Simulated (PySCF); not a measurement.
Species: C₆H₈O₂.
Bonds: C1–C2, C2–O3, O3–C4, C4–C5 (aromatic), C5–C6 (aromatic), C6–C7 (aromatic), C7–O8 (aromatic), C4–O8 (aromatic). Hydrogens: H9, H10, H11 on C1; H12, H13 on C2; H14 on C5; H15 on C6; H16 on C7.

Structure optimised with GFN2-xTB, isolated species.

Problem. Give the optimised bond lengths and angles.

Solution. 
| bond | length (Å) |
| --- | --- |
| C1–C2 | 1.524 |
| C2–O3 | 1.422 |
| O3–C4 | 1.342 |
| C4–C5 | 1.364 |
| C5–C6 | 1.419 |
| C6–C7 | 1.355 |
| C7–O8 | 1.359 |
| C4–O8 | 1.346 |
| C1–H9, C1–H10, C1–H11 | 1.087 |
| C2–H12, C2–H13 | 1.094 |
| C5–H14 | 1.068 |
| C6–H15 | 1.071 |
| C7–H16 | 1.071 |

Bonds in one row agree within 0.01 Å and their mean is given. A selection of angles:
| angle | degrees |
| --- | --- |
| C1–C2–O3 | 112.2 |
| C2–O3–C4 | 116.8 |
| O3–C4–C5 | 128.3 |
| O3–C4–O8 | 120.7 |
| C5–C4–O8 | 111.0 |
| C4–C5–C6 | 105.5 |
| C5–C6–C7 | 106.5 |
| C6–C7–O8 | 110.4 |
| C4–O8–C7 | 106.6 |

Torsions: C1–C2–O3–C4 73° (synclinal); C2–O3–C4–C5 -169° (antiperiplanar). The mirror-image conformer, all signs reversed, is as good.

O3 (aryl ether oxygen) is bent (angle 116.8°). Of the pairs four or more bonds apart, O8···H12 is among the closest relative to their van der Waals radii: 2.44 Å, 90 % of the sum of Bondi's values. The 4 C–C bonds span 1.355 Å (C6–C7, aromatic) to 1.524 Å (C1–C2, drawn single), a spread of 0.169 Å. The 5-membered ring C4–C5–C6–C7–O8 has internal angles of 105.5° to 111.0° (sum 540°, against 540° for a flat polygon); it is planar, 0.00 Å rms from its mean plane, widest ring torsion 0°. The 4 C–O bonds span 1.342 Å (O3–C4, drawn single) to 1.422 Å (C2–O3, drawn single), a spread of 0.080 Å.

Point group: C1 (no symmetry element, even within 0.4 Å). Whether it is a minimum is left open (no frequencies). One conformer, not necessarily the lowest.

All values are computed, not measured.
